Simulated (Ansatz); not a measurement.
Problem. Name a neutral molecule of Al, C, N, Si and H with HOMO energy (ωB97M-V/def2-TZVPP) between -9.45 and -9.15 eV and size of the dipole moment (B3LYP/def2-TZVPP) between 4.40 and 4.70 D (Ansatz, PBE0-D4/def2-TZVP geometry).

Solution. `[CH3][AlH-]([CH3])[NH2+][SiH3]` (-9.26 eV, 4.54 D). Other molecules can fit too; these were computed, each in one conformer that needn't be the lowest.

B3LYP here is the variant with VWN-RPA as its local correlation; programs differ in this.
